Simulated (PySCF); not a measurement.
SeCl, SMILES Cl[Se], multiplicity 2. Atoms are numbered in the order given.

```xyz
2

Se     0.0000     0.0000    -0.7157
Cl     0.0000     0.0000     1.4313
```
Charge 0, spin multiplicity 2.

Geometry optimised at B3LYP-D3(BJ)/def2-TZVP. The multiplicity is an assumed one; other spin states were not compared.

Level of theory: PBE/def2-TZVPD run with PySCF.

Isolated molecule, no solvent.

- total energy: -2861.19988 hartree
- point group: C∞v
- α spin, highest occupied and lowest empty level: -5.94 and -3.41 eV
- β spin, highest occupied and lowest empty level: -5.69 and -5.53 eV
- dipole moment: 0.49 D
- ⟨S²⟩: 0.752 (pure state 0.75)
